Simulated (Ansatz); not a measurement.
Molecule: B2O3, net charge 0, singlet state. 
Coordinates optimised at B3LYP-D3(BJ)/def2-TZVP (Ansatz, an electronic-structure program):
SMILES: O=BOB=O
```xyz
5

O     -2.3578    -0.3880    -0.4469
B     -1.2349     0.0007    -0.2404
O     -0.0192     0.4735    -0.0184
B      1.2301     0.1191     0.2357
O      2.3800    -0.1604     0.4682
```

Basis-set convergence of Hartree-Fock and MP2 correlation energies (hartree) with Ansatz. Cores are frozen in the correlated levels unless marked. Spin-orbit coupling is left out. Non-relativistic.

```tsv
basis	functions	E(HF)	E(corr, MP2)
cc-pVDZ	-	-274.14770	-0.68962
cc-pVTZ	150	…	…
```

Q: Complete the blanks.

A: 
- cc-pVTZ, E(HF): -274.23771
- cc-pVTZ, E(corr, MP2): -0.86065
